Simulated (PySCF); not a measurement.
# One molecule, several mistakes: AlCClGeH5 cation

These are calculations, not measurements. The program is PySCF 2.14.0, an open-source quantum chemistry code, run on an isolated molecule that a program drew, which may never have been made. The molecule is AlCClGeH5 cation (charge +1, singlet), drawn as the SMILES string `[CH3][AlH][GeH+][Cl]`.

Each row is a Hartree-Fock (HF) and frozen-core CCSD(T) single point in the cc-pV(D+d)Z basis, meant for a local HF minimum. Run 1 is clean. Each other run has one planted mistake out of seven kinds, and not every kind appears here: one electron removed, one electron added, multiplicity raised by two, geometry at a saddle point, minimal basis STO-3G, one bond length entered in bohr, all coordinates scaled. The reference is restricted for singlets and unrestricted otherwise, and also for a bond in bohr. Adding or removing an electron swaps singlet and doublet. Electrons count all cores. HOMO and LUMO are orbital energies over both spins, the gradient is its largest component, and the lowest frequency (negative if imaginary) is given only where the gradient is small. Bond lengths are over the 8 bonds as drawn. T1 is the CCSD diagnostic: over 0.02 (restricted) or 0.045 (unrestricted) a single reference is doubtful. Germanium has the cc-pVDZ-PP basis, with a core potential (ECP10MDF) in place of its 10 inner electrons, and its 3s, 3p and 3d shells are frozen in CCSD(T).

Geometry of the clean run:
```xyz
9
AlCClGeH5 cation, angstrom
C    -0.4451    0.1188   -1.0381
Al   -1.0403    1.0902    0.5237
Ge    0.6909    2.9879    1.2342
Cl    0.4676    4.8589    0.2922
H    -1.2047   -0.6056   -1.3442
H    -0.2575    0.7920   -1.8804
H     0.4821   -0.4276   -0.8368
H    -2.2051    1.1873    1.5510
H     1.8657    3.1484    2.1975
```

| run | electrons | basis functions | <S^2> | HOMO (eV) | LUMO (eV) | gradient (hartree/bohr) | lowest frequency (cm^-1) | mean bond (Å) | longest bond (Å) | T1 | HF (hartree) | CCSD(T) (hartree) | mistake |
|---|---|---|---|---|---|---|---|---|---|---|---|---|---|
| 1 | 72 | 108 | 0.000 | -15.61 | -5.15 | 5.9e-06 | 25 | 1.6339 | 2.665 | 0.0148 | -1035.36973 | -1035.85401 | no fault |
| 2 | 72 | 108 | 0.000 | -15.55 | -5.17 | 1.4e-02 | - | 1.6682 | 2.721 | 0.0154 | -1035.36665 | -1035.85322 | all coordinates scaled |
| 3 | 72 | 108 | 0.000 | -12.28 | -5.33 | 3.5e-02 | - | 1.9303 | 5.036 | 0.0135 | -1035.31951 | -1035.79959 | one bond length entered in bohr |
| 4 | 73 | 108 | 0.771 | -6.76 | 0.55 | 4.4e-02 | - | 1.6339 | 2.665 | 0.0126 | -1035.58784 | -1036.07907 | one electron added |
| 5 | 72 | 108 | 2.016 | -12.94 | -7.74 | 2.7e-02 | - | 1.6339 | 2.665 | 0.0266 | -1035.26725 | -1035.74676 | ? |
| 6 | 71 | 108 | 0.791 | -20.26 | -13.28 | 8.8e-02 | - | 1.6339 | 2.665 | 0.0989 | -1034.83337 | -1035.30495 | ? |

**Which mistake was planted in run 5, and what did it cost?**

Electrons, basis and geometry are unchanged, and <S^2> is 2.016, beside S(S+1) = 2.00 for a multiplicity of 3. So the mistake is: multiplicity raised by two. Subtracting run 1 and multiplying by 627.51 kcal/mol a hartree, the energy moved by 64.3 kcal/mol in HF and 67.3 kcal/mol in CCSD(T).

**Which mistake was planted in run 6, and what did it cost?**

It counts 71 electrons, one fewer than the clean run, at the same geometry and basis. So the mistake is: one electron removed. Subtracting run 1 and multiplying by 627.51 kcal/mol a hartree, the energy moved by 336.6 kcal/mol in HF and 344.5 kcal/mol in CCSD(T).

Cautions from the logs. Run 6: T1 is over the limit, so its CCSD(T) energy is less reliable.
